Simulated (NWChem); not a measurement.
System: PbSiH$_{4}$S, singlet; SMILES [SiH3][Pb][SH]

NWChem input:

```
start job
memory heap 200 mb stack 900 mb global 1100 mb
geometry units angstroms noautoz
  Pb     0.470937    -0.132546     0.554937
  S     -1.395017    -1.563089    -0.393957
  H     -0.759428    -2.745218    -0.224157
  Si    -1.083691     2.084478     0.083170
  H     -1.345010     2.817602     1.367769
  H     -2.406680     1.773416    -0.546160
  H     -0.360529     3.047110    -0.814706
end
basis spherical
  * library def2-svpd
end
ecp
  Pb library def2-ecp
end
dft
  xc pbe0
  iterations 150
end
tddft
  cis
  nroots 6
  notriplet
end
task tddft energy
```

Output (shortened):

```
             Northwest Computational Chemistry Package (NWChem) 7.3.0
             --------------------------------------------------------

 C1  symmetry detected

                             Geometry "geometry" -> ""
                             -------------------------

 Output coordinates in angstroms (scale by  1.889725989 to convert to a.u.)

  No.       Tag          Charge          X              Y              Z
 ---- ---------------- ---------- -------------- -------------- --------------
    1 Pb                  82.0000     0.53170728     0.16683558     0.00004007
    2 S                   16.0000    -1.68077568     1.40520410     0.00010001
    3 H                    1.0000    -1.14173349     2.64603516    -0.00238627
    4 Si                  14.0000    -0.87121338    -2.19672982     0.00007048
    5 H                    1.0000    -0.52071833    -3.00793208    -1.21444882
    6 H                    1.0000    -2.35809834    -2.01820237     0.02048503
    7 H                    1.0000    -0.49004830    -3.02946615     1.19047728

 Effective nuclear repulsion energy (a.u.)     607.3724351804

                                 NWChem DFT Module
                                 -----------------

 Summary of "ao basis" -> "ao basis" (spherical)
 ------------------------------------------------------------------------------
       Tag                 Description            Shells   Functions and Types
 ---------------- ------------------------------  ------  ---------------------
 Pb                        def2-svpd                12       32   5s4p3d
 S                         def2-svpd                11       27   5s4p2d
 H                         def2-svpd                 4        8   2s2p
 Si                        def2-svpd                10       24   5s3p2d

            General Information
            -------------------
          SCF calculation type: DFT
          Wavefunction type:  closed shell.
          No. of atoms     :     7
          No. of electrons :    56
           Alpha electrons :    28
            Beta electrons :    28
          Charge           :     0
          Spin multiplicity:     1
          Use of symmetry is: off; symmetry adaption is: off
          Maximum number of iterations: 150
          AO basis - number of functions:   115
                     number of shells:    49
          Convergence on energy requested:  1.00D-06
          Convergence on density requested:  1.00D-05
          Convergence on gradient requested:  5.00D-04

[...]

                                NWChem TDDFT Module
                                -------------------

            General Information
            -------------------
           No. of orbitals :     230
            Alpha orbitals :     115
             Beta orbitals :     115
        Alpha frozen cores :       0
         Beta frozen cores :       0
     Alpha frozen virtuals :       0
      Beta frozen virtuals :       0
         Spin multiplicity :       1
    Number of AO functions :     115
        Use of symmetry is : off
      Symmetry adaption is : off
         Schwarz screening :  0.10D-07

              XC Information
              --------------
                  PBE0 Method XC Functional
              Hartree-Fock (Exact) Exchange   0.25
   PerdewBurkeErnzerhof Exchange Functional   0.75
     Perdew 1991 LDA Correlation Functional   1.00 local
    PerdewBurkeErnz. Correlation Functional   1.00 non-local

             TDDFT Information
             -----------------
          Calculation type : Tamm-Dancoff TDDFT
         Wavefunction type : Restricted singlets
          No. of electrons :      56
           Alpha electrons :      28
            Beta electrons :      28
              No. of roots :       6
          Max subspacesize :    5200
            Max iterations :     100
               Target root :       1
           Target symmetry : none
      Symmetry restriction : off
                 Algorithm : Optimal
        Davidson threshold :  0.10D-03

    6 smallest eigenvalue differences (eV)
--------------------------------------------------------
  No. Spin  Occ  Vir  Irrep   E(Occ)    E(Vir)   E(Diff)
--------------------------------------------------------
    1    1   28   29 a        -0.239    -0.105     3.652
    2    1   27   29 a        -0.274    -0.105     4.590
    3    1   26   29 a        -0.290    -0.105     5.051
    4    1   28   30 a        -0.239    -0.035     5.564
    5    1   28   31 a        -0.239    -0.014     6.113
    6    1   27   30 a        -0.274    -0.035     6.502
--------------------------------------------------------

  Entering Davidson iterations
  Restricted singlet excited states

  Iter   NTrls   NConv    DeltaV     DeltaE      Time
  ----  ------  ------  ---------  ---------  ---------
    1      6       0     0.11E+00   0.10+100       16.4
    2     12       0     0.18E-01   0.22E-01       16.5
    3     18       0     0.85E-02   0.99E-03       17.0
    4     24       1     0.26E-02   0.17E-03       17.3
    5     29       2     0.89E-03   0.16E-04       16.4
    6     33       5     0.37E-03   0.21E-05       15.2
    7     34       5     0.11E-03   0.28E-06       12.3
    8     35       6     0.47E-04   0.19E-07       12.5
  ----  ------  ------  ---------  ---------  ---------
  Convergence criterion met

  Ground state a        -882.512065278388 a.u.

  ----------------------------------------------------------------------------
  Root   1 singlet a              0.091168887 a.u.                2.4808 eV
  ----------------------------------------------------------------------------
     Transition Moments    X  0.00038   Y -0.00026   Z -0.18403
     Dipole Oscillator Strength                    0.0020584812
     Electric Quadrupole                           0.0000000343
     Magnetic Dipole                               0.0000010157
     Total Oscillator Strength                     0.0020595312

[...]
```

Level: PBE0/def2-SVPD with def2 effective core potentials on Pb, TDA. Low-valent species are run as closed-shell singlets; no triplet was tried in these runs. Coordinates come from a PBE0/def2-SVP optimisation. No frequency run checked for a minimum. def2 effective core potentials on Pb; no spin-orbit coupling.
